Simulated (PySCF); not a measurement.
## Bi(CH3)3 at several levels of theory

Computed with PySCF 2.14.0 (density fitting, no spin-orbit coupling) at the geometry relaxed with PBE0:

```xyz
13
Bi(CH3)3 (singlet)
Bi    0.0000    0.0000    1.2217
C     1.9075   -0.0726   -0.0181
H     1.6512   -0.0464   -1.0864
H     2.5408    0.7908    0.2320
H     2.4546   -0.9990    0.2085
C    -0.8909    1.6882   -0.0181
H    -0.7854    1.4531   -1.0864
H    -1.9552    1.8050    0.2320
H    -0.3621    2.6252    0.2085
C    -1.0166   -1.6156   -0.0181
H    -0.8657   -1.4068   -1.0864
H    -0.5855   -2.5958    0.2320
H    -2.0925   -1.6262    0.2085
```

| level | basis | state | HOMO (eV) | gap (eV) | charge on Bi1 (e) | dipole about the centre of mass (D) | largest force component (eV/Å) |
| --- | --- | --- | --- | --- | --- | --- | --- |
| PBE0 | Bi def2-SVP with ECP60, C def2-SVP, H def2-SVP | singlet | -6.52 | 7.01 | 0.48 | 0.20 | 0.01 |

Charges are Mulliken's, which hang on the basis. The relaxation used the grid (50, 194), these runs (75, 302) or, all-electron (x2c bases, spin-free X2C Hamiltonian), (99, 590).

(1) A further run in the first row's basis gives HOMO (eV) -5.77, gap (eV) 5.74, charge on Bi1 (e) 0.47, dipole about the centre of mass (D) 0.18, largest force component (eV/Å) 0.22. Which level was it?
A. r2SCAN
B. TPSS

Results:

(1) A. The others give HOMO -5.59 eV (TPSS).
